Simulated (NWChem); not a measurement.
System: CH$_{6}$FNSi; SMILES NC[SiH2]F

```xyz
10

N      0.0778     2.1581     0.0000
C     -0.7188     0.9087     0.0000
Si     0.4107    -0.6058     0.0000
F     -0.3966    -2.0122     0.0000
H      0.6840     2.1989     0.8180
H      0.6840     2.1989    -0.8180
H     -1.3798     0.9233    -0.8747
H     -1.3798     0.9233     0.8747
H      1.2748    -0.5571     1.2123
H      1.2748    -0.5571    -1.2123
```
Atoms are numbered in this order, from 1.

Program: NWChem. Pople sets run with spherical d functions. Geometry: optimised at B3LYP/6-31G* (spherical d). Level: B3LYP/6-31G* with SMD (1 M gas to 1 M solution), gas-phase geometry. Reactions with the solvent are ignored.

Task: What does the run give for solvent toluene? Quantities: solvation free energy (kcal/mol); cavity-dispersion-structure term (kcal/mol); dipole in solution (D).

Result: The solvation free energy (kcal/mol) comes out as -2.8. The cavity-dispersion-structure term (kcal/mol) is 0.6 and the dipole in solution (D) is 1.43.
